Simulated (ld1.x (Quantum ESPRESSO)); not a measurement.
# Reading a pseudo-wave (vanadium (V))

Columns: radius, all-electron u(r) and pseudo u(r) of the 4p shell (level -1.53 eV) of vanadium in the configuration [Ar] 3d3 4s2 4p0; LDA (PZ), scalar-relativistic, TM semilocal scheme, ld1.x (Quantum ESPRESSO) 7.5.

```json
{"r (bohr)": "0.185", "all-electron": "0.1069", "pseudo": "0.0030"}
{"r (bohr)": "0.370", "all-electron": "-0.0264", "pseudo": "0.0118"}
{"r (bohr)": "0.555", "all-electron": "-0.1526", "pseudo": "0.0265"}
{"r (bohr)": "0.740", "all-electron": "-0.1888", "pseudo": "0.0468"}
{"r (bohr)": "0.925", "all-electron": "-0.1556", "pseudo": "0.0724"}
{"r (bohr)": "1.110", "all-electron": "-0.0859", "pseudo": "0.1029"}
{"r (bohr)": "1.295", "all-electron": "-0.0025", "pseudo": "0.1378"}
{"r (bohr)": "1.480", "all-electron": "0.0816", "pseudo": "0.1764"}
{"r (bohr)": "1.665", "all-electron": "0.1600", "pseudo": "0.2177"}
{"r (bohr)": "1.850", "all-electron": "0.2299", "pseudo": "0.2604"}
{"r (bohr)": "2.035", "all-electron": "0.2902", "pseudo": "0.3030"}
{"r (bohr)": "2.220", "all-electron": "0.3411", "pseudo": "0.3440"}
{"r (bohr)": "2.405", "all-electron": "0.3831", "pseudo": "0.3816"}
{"r (bohr)": "2.590", "all-electron": "0.4169", "pseudo": "0.4144"}
{"r (bohr)": "2.775", "all-electron": "0.4433", "pseudo": "0.4413"}
{"r (bohr)": "2.960", "all-electron": "0.4632", "pseudo": "0.4621"}
{"r (bohr)": "3.145", "all-electron": "0.4772", "pseudo": "0.4768"}
{"r (bohr)": "3.330", "all-electron": "0.4862", "pseudo": "0.4861"}
{"r (bohr)": "3.515", "all-electron": "0.4906", "pseudo": "0.4906"}
{"r (bohr)": "3.700", "all-electron": "0.4912", "pseudo": "0.4912"}
{"r (bohr)": "3.885", "all-electron": "0.4885", "pseudo": "0.4885"}
{"r (bohr)": "4.070", "all-electron": "0.4830", "pseudo": "0.4830"}
{"r (bohr)": "4.255", "all-electron": "0.4751", "pseudo": "0.4751"}
{"r (bohr)": "4.440", "all-electron": "0.4653", "pseudo": "0.4653"}
{"r (bohr)": "4.625", "all-electron": "0.4539", "pseudo": "0.4539"}
{"r (bohr)": "4.810", "all-electron": "0.4412", "pseudo": "0.4412"}
```

Question: How many radial nodes do the two functions have?

Answer: The all-electron 4p function has n − l − 1 = 2; the pseudo-wave has 0, since the states of the same l below it are removed with the core.

Question: At about which radius was the pseudo-wave matched?

Answer: 3.70 bohr. The columns agree to 0.0005 from 3.15 bohr on; several derivatives are matched, so the curves merge somewhat inside the radius.

Question: Where does each function peak?

Answer: Outermost all-electron maximum near 3.70 bohr, pseudo maximum near 3.70 bohr (to the table’s step).

Question: Is the pseudo-wave norm-conserving?

Answer: Yes: the TM semilocal scheme keeps the norm inside the radius equal to the all-electron one, which fixes the energy derivative of the logarithmic derivative at the level.
